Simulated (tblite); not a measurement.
Species: C6H6NO (doublet state).
Numbering: `[CH3:1]/[CH:2]=[C:3]1[CH:4]=[C:5]/1[N:6][CH:7]=[O:8]` (hydrogens: H9, H10, H11 on C1; H12 on C2; H13 on C4; H14 on C7)

Computed geometry: GFN2-xTB, gas phase. This method treats the open shell by occupation alone, without spin polarisation.

Question: What internal coordinates does the optimisation give?

Answer: 
| bond | length (bohr) |
| --- | --- |
| C1–C2 | 2.802 |
| C2=C3 | 2.546 |
| C3–C4 | 2.632 |
| C4=C5 | 2.614 |
| C5–N6 | 2.396 |
| N6–C7 | 2.570 |
| C7=O8 | 2.286 |
| C3–C5 | 2.780 |
| C1–H9, C1–H10, C1–H11 | 2.060 |
| C2–H12 | 2.046 |
| C4–H13 | 2.010 |
| C7–H14 | 2.086 |

Bonds in one row agree within 0.02 bohr and their mean is given. A selection of angles:
| angle | degrees |
| --- | --- |
| C1–C2–C3 | 122.1 |
| C2–C3–C4 | 154.7 |
| C2–C3–C5 | 147.5 |
| C4–C3–C5 | 57.7 |
| C3–C4–C5 | 64.0 |
| C4–C5–N6 | 151.7 |
| C3–C5–C4 | 58.3 |
| C3–C5–N6 | 148.8 |
| C5–N6–C7 | 125.0 |
| N6–C7–O8 | 126.8 |

Torsions: C1–C2–C3–C4 168° (antiperiplanar); C2–C3–C4–C5 178° (antiperiplanar); C3–C4–C5–N6 -167° (antiperiplanar); C4–C5–N6–C7 -171° (antiperiplanar); C5–N6–C7–O8 29° (synperiplanar); C2–C3–C5–C4 -178° (antiperiplanar). The mirror-image conformer, all signs reversed, is as good.

The C–N distances run from 1.268 Å (C5–N6, drawn single in one of several resonance forms) to 1.360 Å (N6–C7, drawn single in one of several resonance forms), a spread of 0.092 Å. C2 (carbon bonded to 2 C and H) is planar (angles 122.1°, 119.7° and 118.1°, sum 359.9°, 0.02 Å off the plane of its three neighbours). C7 (carbon bonded to N, O and H) is planar (angles 126.8°, 122.5° and 110.5°, sum 359.8°, 0.03 Å off the plane of its three neighbours). The 3-membered ring C3–C4–C5 has internal angles of 57.7° to 64.0°. C4 (carbon bonded to 2 C and H) is almost planar (angles 147.1°, 145.7° and 64.0°, sum 356.8°, 0.11 Å off the plane of its three neighbours). The 5 C–C bonds span 1.347 Å (C2=C3, drawn double) to 1.483 Å (C1–C2, drawn single), a spread of 0.136 Å. C5 (carbon bonded to 2 C and N) has angles 151.7°, 148.8° and 58.3°, sum 358.9°, 0.07 Å off the plane of its three neighbours.

Point group: C1 (no symmetry element, even within 0.4 Å). Its GFN2-xTB frequencies are all real (lowest 69 cm⁻¹).
